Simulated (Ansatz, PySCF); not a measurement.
Process, species as SMILES: COC -> [CH3] (CH3) + C[O] (the C-O bond at the site shown breaks; other sites are not compared here)
Geometries: B3LYP-D3(BJ)/def2-TZVP minima from Ansatz (a program for electronic structure).

Property: bond dissociation energy (electronic energy difference), in kJ/mol. Cores are frozen in the correlated levels unless marked. UHF or UKS for open shells. No spin-orbit coupling. Non-relativistic. Basis-set limits of correlation are two-point, X^-3; Hartree-Fock from the larger set. The bracket is a focal-point correction in the basis named.

| level | program | bond dissociation energy (kJ/mol) |
|---|---|---|
| RI-HF/cc-pVQZ | Ansatz | 217.6 |
| SVWN5/def2-TZVPD | Ansatz | 450.1 |
| PBE-D4/def2-TZVPD | Ansatz + dftd4 | 368.2 |
| revPBE-D4/def2-TZVPD | Ansatz + dftd4 | 353.5 |
| revPBE/def2-TZVPD | Ansatz | 335.9 |
| r2SCAN-D4/def2-TZVPD | Ansatz + dftd4 | 339.6 |
| PBE0/STO-3G | Ansatz | 421.9 |
| PBE0/def2-SVP | Ansatz | 369.3 |
| r2SCANh-D4/def2-TZVPD | Ansatz + dftd4 | 337.5 |
| r2SCAN0/def2-TZVPD | Ansatz | 332.8 |
| PW6B95-D4/def2-TZVPD | PySCF + dftd4 | 367.5 |
| PW6B95/def2-TZVPD | PySCF | 363.3 |
| HSE06/def2-TZVPD | Ansatz | 357.0 |
| wB97M-V/def2-TZVPD | Ansatz | 373.0 |
| RI-MP2/CBS(aug-cc-pVTZ,aug-cc-pVQZ) | Ansatz | 417.4 |
| SCS-MP2/6-31G* | Ansatz | 378.9 |
| CCSD/STO-3G | Ansatz | 364.2 |
| CCSD(T)/aug-cc-pVTZ | Ansatz | 371.9 |
| CCSD(T) with core electrons/cc-pwCVTZ | Ansatz | 371.6 |
| RI-MP2/CBS(aug-cc-pVTZ,aug-cc-pVQZ)+[CCSD(T)-MP2]/aug-cc-pVDZ | Ansatz | 381.7 |
| RI-MP2/CBS(aug-cc-pVTZ,aug-cc-pVQZ)+[CCSD(T)-MP2]/aug-cc-pVTZ | Ansatz | 380.5 |
